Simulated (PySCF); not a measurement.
## Cd²³⁺: ionisation energy

Cd²³⁺ [Ar] 3d7 (4F) → Cd²⁴⁺ [Ar] 3d6 (5D), as a difference of total energies. Computed with PySCF 2.14 in an even-tempered Gaussian basis (17 s from 2.5 bohr⁻², ratio 2.5; 11 p from 3.2 bohr⁻², ratio 2.5; 8 d from 3.2 bohr⁻², ratio 2.5; 4 f from 15 bohr⁻², ratio 2.7; 3 g from 23 bohr⁻², ratio 2.7), with no relativity, point nucleus. Correlated levels: outer shells: [Ne] frozen; virtual orbitals above 40 to 60 times the deepest correlated orbital energy dropped. The calculations carry no spin-orbit coupling.

| method | ionisation energy (eV) |
| --- | --- |
| UHF | 1170.1 |
| LDA | 1171.2 |
| PBE | 1171.5 |
| PBE0 | 1171.7 |
| r2SCAN | 1172.5 |
| BP86 | 1172.0 |
| B2PLYP | 1171.6 |
| MP2 (outer shells) | 1171.3 |
| SCS-MP2 (outer shells) | 1171.5 |

A first-order spin-orbit estimate (lowest level to lowest level, LS coupling) adds 1.403 eV.

All relativistic terms are absent from these numbers, so their closeness to the reference says little about the methods.

For comparison: 1167 ± 4 eV (theoretical estimate listed by NIST; NIST Atomic Spectra Database, ionization energies).
